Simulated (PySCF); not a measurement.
**[RuO2]+: fields on a plane**

Method: UPBE0 in PySCF with Ru def2-TZVP with ECP28, O def2-TZVP; scalar-relativistic core potentials, no spin–orbit coupling; density-fitted integrals.

The doublet minimum has Ru–O 1.629 Å (×2); O–Ru–O 132.9°.

The plane holds Ru1 at (0.00, 0.00), O2 at (1.63, 0.00), O3 at (-1.11, 1.19) Å. Columns run from x = -3.15 to 4.05 Å, rows from y = 3.45 (top) to -1.95 Å, in steps of 0.3 Å. Other isomers or separated fragments may lie lower. Core electrons replaced by a potential are absent, the electrostatic potential uses the reduced nuclear charge, and values within about 0.7 Å of such atoms have no physical meaning.

Give the electron density (e/Å³) (cut at 5 e/Å³). Lower edges of the bins (e/Å³): '_' 0.000, '.' 0.030, ':' 0.076, '-' 0.151, '=' 0.268, '+' 0.455, '*' 0.750, '#' 1.218, '%' 1.960, '@' 3.136; top 5.00, each point printed twice.


```
__________________________________________________
__________________________________________________
__________________________________________________
____________......________________________________
________..::::--::....____________________________
______..::==++**++--::..__________________________
______..--**%%@@%%++--....________________________
______::==%%@@@@@@##==--::..........______________
______::++%%@@@@@@##++++==--------::....__________
______::==**%%@@%%##%%%%##++++++**++--::__________
______..::==**####@@@@@@@@####%%@@%%++--..________
________..::==++%%@@####@@%%%%@@@@@@##==..________
__________..::==%%@@####@@%%%%@@@@@@##==..________
____________..--**@@@@@@@@####%%@@%%++--..________
____________..::==##%%%%**++++****++--::__________
______________..::======--::------::..____________
________________....::::............______________
__________________________________________________
__________________________________________________
```

Give the highest occupied orbital (Å^-3/2) at -15.63 eV (cut at ±0.3; overall sign arbitrary). Lower edges of the bins (Å^-3/2): '_' -0.300, '.' -0.240, ':' -0.180, '-' -0.120, '=' -0.060, '+' 0.000, '*' 0.060, '#' 0.120, '%' 0.180, '@' 0.240; top 0.30, each point printed twice.


```
============++++++++++++++++++++++++++++++++++++++
============++++++++++++++++++++++++++++++++++++++
============++++++++++++++++++++++++++++++++++++++
==============++++++++++++++++++++++++++++++++++++
==============++++++++++++++++++++++++++++++++++++
========----==++******++++++++++++++++++++++++++++
======--::..::##@@%%**++++++++++++++++++++++++++++
======--..____@@@@@@**======++++++++++++++++++++++
======--..____##@@%%==::::==++******++++++++======
======--::____--##++______::**%%%%**++++==========
======----::::==++::______::##@@@@##++============
========------------::____--%%@@@@------==========
============----..____--::++**++______--==========
============--::________::====..____..--==========
============--::________..----::__..::--==========
============----::____..::------::::----==========
==============----::::::----==------==============
================--------==========================
==================================================
```

Other spin states or occupations of the open shell can lie lower.
